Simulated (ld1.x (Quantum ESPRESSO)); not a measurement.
**Logarithmic derivatives: ytterbium (Yb), TM**

ytterbium, norm-conserving Troullier–Martins (Kleinman–Bylander form), made with ld1.x (Quantum ESPRESSO) 7.5 (PBEsol, fully relativistic). Core [Xe], reference 4f14 5d0 6s1 6p0 (charge +1). Waves: 6p (bound, empty): rc 3.90 bohr; 5d (bound, empty): rc 2.90 bohr; 4f (bound): rc 0.85 bohr; 6s (bound): rc 3.25 bohr. Local part: the s channel. Core correction: none.

Open shells are filled in proportion to 2j + 1 (rel_dist='average').

The phase is arctan(r·u′/u) with u = r·R(r), unwrapped; energies in Ry, scanned from -3 to 5 Ry. A pole is an energy at which the radial function vanishes at the test radius. The pseudo phase is shifted by a multiple of π to meet the all-electron one at the reference energy, and phase errors are pseudo minus all-electron; the curves can meet again beyond the range given. Levels narrower than the energy grid can be missing from the lists of poles. n/a: not evaluated, since a narrow level or a reset projector energy made the automatic matching unsafe.

```csv
channel,radius (bohr),reference energy (Ry),"poles, all-electron","poles, pseudo",unbroken range about the reference energy with phases within 0.05 rad,phase error 1 Ry above the reference energy (rad)
s,4.24,-0.68,"-0.25, 2.83","-0.25, 2.20, 4.92",below 0.5,-0.018
p1/2,4.24,-0.43,"-2.83, 0.32, 3.55","0.29, 3.03",-2.8 to 1.0,-0.016
p3/2,4.24,-0.39,"0.49, 3.84","0.42, 3.02",n/a,n/a
d3/2,4.24,-0.49,"-0.34, 1.75","-0.34, 2.02",below 0.2,+0.295
d5/2,4.24,-0.47,"-0.30, 1.80","-0.30, 2.07",below 0.3,+0.270
f5/2,4.24,-0.77,"1.28, 3.93",1.68,below 0.0,+0.166
f7/2,4.24,-0.68,"1.29, 3.95",1.69,below 0.0,+0.302
```

Phases in the f5/2 channel:

| E (Ry) | all-electron | pseudo |
| --- | --- | --- |
| -3.00 | 1.435 | 1.435 |
| -2.52 | 1.422 | 1.422 |
| -2.04 | 1.406 | 1.406 |
| -1.56 | 1.383 | 1.383 |
| -1.08 | 1.346 | 1.347 |
| -0.60 | 1.288 | 1.292 |
| -0.12 | 1.116 | 1.138 |
| 0.36 | -0.022 | 0.357 |
| 0.84 | -1.368 | -1.219 |
| 1.32 | -1.582 | -1.488 |
| 1.80 | -1.728 | -1.593 |
| 2.28 | -2.204 | -1.674 |
| 2.76 | -4.356 | -1.797 |
| 3.24 | -4.606 | -2.299 |
| 3.72 | -4.688 | -4.243 |
| 4.20 | -4.742 | -4.545 |
| 4.68 | -4.802 | -4.633 |
